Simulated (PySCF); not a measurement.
Can point charges reproduce the dipole moment of `CC[C@@H](C)/P=C\F`?

Coordinates (GFN2-xTB, Å) and charges (e) from the PBE0/pcSseg-1 density (PySCF):

```
atom       x       y       z  Mulliken      IAO  Hirshfeld  ESP-fitted
  C1  -1.306  -1.516   0.639   -0.2584  -0.4178    -0.1215     -0.2855
  C2  -1.323  -0.186  -0.101   -0.2298  -0.2476    -0.0701     -0.0263
  C3   0.091   0.337  -0.363   -0.5457  -0.2598    -0.0620     +0.5698
  C4   0.068   1.603  -1.220   -0.1979  -0.4161    -0.1219     -0.7415
  P5   0.933   0.734   1.274   +0.2614  +0.2946    +0.0880     -0.2880
  C6   2.384  -0.079   1.115   -0.0224  -0.1138    -0.0178     -0.0345
  F7   2.759  -0.828   0.059   -0.2629  -0.2543    -0.0723     -0.1405
  H8  -0.831  -1.402   1.614   +0.1240  +0.1366    +0.0269     +0.0789
  H9  -0.749  -2.259   0.072   +0.1127  +0.1385    +0.0393     +0.0632
 H10  -2.318  -1.886   0.792   +0.1176  +0.1429    +0.0419     +0.0845
 H11  -1.882   0.551   0.481   +0.1191  +0.1283    +0.0328     +0.0312
 H12  -1.834  -0.308  -1.060   +0.1229  +0.1336    +0.0396     +0.0077
 H13   0.668  -0.437  -0.878   +0.1632  +0.1429    +0.0285     -0.0339
 H14  -0.501   2.390  -0.727   +0.1140  +0.1379    +0.0367     +0.1821
 H15  -0.395   1.395  -2.184   +0.1205  +0.1421    +0.0430     +0.1499
 H16   1.079   1.967  -1.398   +0.1267  +0.1450    +0.0374     +0.2019
 H17   3.150  -0.063   1.878   +0.1352  +0.1670    +0.0518     +0.1809
```

Problem. Compute μ = Σ q r for each scheme (1 e·Å = 4.803 D) and compare with the dipole of the full density.

Solution. The full density gives (-0.45, -0.04, -0.35) D, 0.57 D in size; dipole vectors point from the negative to the positive end.

```tsv
scheme	μx	μy	μz	size (D)	share of the full size (%)	angle to the full dipole (°)
Mulliken	-1.44	1.60	1.95	2.90	508	93
IAO	-1.24	1.71	2.08	2.96	519	98
Hirshfeld	-0.09	0.54	0.68	0.87	153	116
ESP-fitted	-0.46	-0.02	-0.30	0.55	97	5
```

Problem. Which set comes closest?

Solution. Length of the difference vector: ESP-fitted 0.05 D, Hirshfeld 1.23 D, Mulliken 2.99 D, IAO 3.09 D. Closest: ESP-fitted. ESP charges are fitted to the potential around the molecule, whose slowest-falling term is the dipole's. 

Problem. What is left for the Hirshfeld atoms' own dipoles?

Solution. The shares of the density sum to the whole, so what Σ q r misses lies in dipoles about the nuclei. The atomic dipoles sum to (-0.45, -0.04, -0.35) − (-0.09, 0.54, 0.68) = (-0.36, -0.58, -1.03) D, 1.23 D in size.

Problem. With the origin at the mean of the coordinates, (0.000, 0.001, -0.001) Å, which are the largest single terms, by size, of the Mulliken dipole along the direction of the full one?

Solution. F7 +2.73, H17 -2.36, P5 -1.96, H12 +1.25, C2 -1.23 D; all 17 atoms together -0.16 D. The single terms depend on the origin, their sum doesn't.

Problem. Give the size of the full dipole in other units.

Solution. 0.57 D = 0.225 au = 0.119 e·Å = 1.91 × 10⁻³⁰ C·m.

The structure is a single GFN2-xTB conformer in the gas phase; no vibrational or solvent corrections.

The run behind these numbers computed NMR shieldings as well. On Arm Neoverse V2, one thread, shared host with 192 logical CPUs at a one-minute load of 82, this took 23 s of wall time and 0.80 GiB of memory at its peak.

Conformer computed: `[CH3:1][CH2:2][C@@H:3]([CH3:4])/[P:5]=[CH:6]\[F:7]`: C1–C2–C3–C4 175°, C2–C3–P5–C6 129°.
